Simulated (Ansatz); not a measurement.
`C[NH][Ga]([Cl])[Cl]` + H₂S → `C[NH][Ga]([SH])[Cl]` + HCl  (ligand exchange at a Ga–Cl bond)

Calculated with Ansatz (gas phase, PBE0-D4/def2-TZVP geometries, no zero-point term in ΔE). CCSD(T)/CBS is the MP2 limit (def2-TZVPP, def2-QZVPP) plus CCSD(T) − MP2 in def2-TZVPP, frozen cores. This one scheme is used for every species. Functionals use def2-TZVPP. For Ga outer-core shells are correlated without core-valence functions, which leaves a few kJ/mol of doubt a bond. Scalar relativity is left out up to krypton. Each species was taken in one conformer, which may not be the lowest.

| level | ΔE (kcal/mol) |
| --- | --- |
| LDA (SPW92) | 5.4 |
| r2SCAN0 | 7.3 |

(1) What does CCSD(T)/CBS give? (Best estimate.)

Largest T1 diagnostic among the species: 0.012.

Answers

(1) Computed: +6.4 kcal/mol. The listed levels differ from it by -1.0, 0.9 kcal/mol.

At CCSD(T), def2-SVP lies +2.3 kcal/mol from the extrapolated value and def2-TZVPP +0.4 kcal/mol. In def2-TZVPP, CCSD(T) changes the Hartree–Fock value by −3.5 kcal/mol (the triples alone add −0.5 kcal/mol) and MP2 by −3.6 kcal/mol.
